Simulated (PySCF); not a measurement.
BH6NO2Si.

```xyz
11

Si    -0.0033     1.8149     0.0000
N      0.7553     0.2317     0.0000
B      0.0164    -0.9957     0.0000
O     -1.3533    -0.8833     0.0000
O      0.5704    -2.2577     0.0000
H     -0.8444     2.0375    -1.2065
H     -0.8444     2.0375     1.2065
H      1.1088     2.8067     0.0000
H      1.7706     0.2055     0.0000
H     -1.7868    -1.7475     0.0000
H      1.5360    -2.2637     0.0000
```

Geometry: TPSSh-D3(BJ)/def2-SVP. The structure was generated by enumeration, and PubChem lists no compound with its InChIKey, so it may never have been made. The values are those of a single conformer.

Level of theory: PySCF with B3LYP/pcSseg-1. Non-relativistic, no solvent.

Computed absolute GIAO shielding of each atom: isotropic value and principal components (ppm):
```tsv
atom	σ(iso)	σ11	σ22	σ33	span
Si1	396.9	351.7	383.3	455.6	103.9
N2	224.5	185.3	212.4	275.9	90.6
B3	75.5	62.1	77.7	86.8	24.7
O4	247.3	184.7	275.6	281.5	96.8
O5	242.5	177.8	256.7	292.9	115.2
H6	26.8	23.5	25.2	31.8	8.3
H7	26.8	23.5	25.2	31.8	8.3
H8	27.2	24.0	25.5	32.0	8.0
H9	30.7	23.3	29.1	39.6	16.3
H10	28.4	21.8	24.3	39.0	17.1
H11	28.8	22.1	25.6	38.7	16.7
```
